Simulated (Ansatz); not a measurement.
```yaml
crystal:
  periodic: [false, false, false]
  atoms:
    - {symbol: O, position_ang: [-0.961317, 1.048041, 1.345827]}
    - {symbol: Al, position_ang: [0.147162, -0.036648, 0.689090]}
    - {symbol: F, position_ang: [1.393180, -0.630913, 1.589293]}
    - {symbol: C, position_ang: [-0.076233, -0.630920, -1.134409]}
    - {symbol: Cl, position_ang: [1.082669, 0.720472, -1.609424]}
    - {symbol: H, position_ang: [-0.861850, 1.466561, 2.198542]}
    - {symbol: H, position_ang: [0.376397, -1.557995, -1.475721]}
    - {symbol: H, position_ang: [-1.007807, -0.435699, -1.659100]}
basis:
  gaussian: {orbitals: def2-TZVPD}
magnetization: {spin_polarized: true, initial_magnetization: 8}
hamiltonian: {xc: {name: BLYP}}
accuracy: high
output: {forces: true}
```

```sh
$ ansatz run in.yaml --threads 2 --pin off --events-out ev --progress --plain --max-ram 4352MiB
```

Output, abridged:

```
Functional definition: BLYP
3734 factors; integrals over basis functions are off by at most 4.1e-9 eV
mean field evaluation 1: about -24915.5656 eV, gradient 7.6e1 eV
mean field evaluation 2: about -24409.6719 eV, gradient 2.4e2 eV
mean field evaluation 4: about -24832.4905 eV, gradient 1.2e2 eV
mean field evaluation 8: about -24947.3886 eV, gradient 2.6e0 eV
mean field evaluation 16: about -24947.4459 eV, gradient 6.2e-5 eV
mean field -24947.44590816 eV, -916.8017271385 hartree, gradient 2.5e-8 eV, S^2 20.007013; 10 other end points of the search recorded, 0 dependent functions left out
reference -24947.44595609 eV, -916.8017289002 hartree; 32, 24 occupied and 201, 209 virtual orbitals, 3734 factors
Total energy: -24947.44595609 eV, -916.8017289002 hartree
Atom 0 at    -0.961317     1.048041     1.345827 Å, force    -4.702810     1.621823    -2.126171 eV/Å
Atom 1 at     0.147162    -0.036648     0.689090 Å, force     0.569270    -2.448362    -0.117889 eV/Å
Atom 2 at     1.393180    -0.630913     1.589293 Å, force     3.581580    -1.343494     2.653645 eV/Å
Atom 3 at    -0.076233    -0.630920    -1.134409 Å, force    -2.010700    -3.741181    -1.653660 eV/Å
Atom 4 at     1.082669     0.720472    -1.609424 Å, force     3.973171     4.207135    -2.802013 eV/Å
Atom 5 at    -0.861850     1.466561     2.198542 Å, force     0.366823     2.611958     4.977113 eV/Å
Atom 6 at     0.376397    -1.557995    -1.475721 Å, force     0.123304    -1.168192    -0.032630 eV/Å
Atom 7 at    -1.007807    -0.435699    -1.659100 Å, force    -1.900638     0.260313    -0.898394 eV/Å
Dipole moment:     0.210060     0.021891    -0.815285 e Å
```

(1) Something in this input is off. What?

## Answers

(1) The spin is set far too high for this molecule. The calculation finished and met its thresholds. The result belongs to that input, not to the molecule as meant.
